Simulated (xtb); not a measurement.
AlClFHS, SMILES [F][Al]([SH])[Cl]. All values are semi-empirical tight-binding results from xtb (GFN2-xTB unless named), good for trends rather than for accurate numbers. Geometry: GFN2-xTB. The values are those of a single conformer.

Optimised geometry:

Bonds (Å): Al1–Cl2 2.017, Al1–F3 1.656, Al1–S4 2.186, S4–H5 1.330. Angles (°): Cl2–Al1–F3 121.0, Cl2–Al1–S4 126.2, F3–Al1–S4 112.8, Al1–S4–H5 90.9.

For metal compounds this method's bond lengths and energies can be far off.

The orbital gap is 3.64 eV and the zero-point energy comes out as 7.8 kcal/mol. The G − E(el) at 298.15 K (modified RRHO) is -11.5 kcal/mol.

Computed atomic charges and the Wiberg bond orders between heavy atoms:
charges (e) Al1 0.43, Cl2 -0.11, F3 -0.26, S4 -0.26, H5 0.20. Bond orders Al1–Cl2 1.37, Al1–F3 1.21, Al1–S4 1.23.
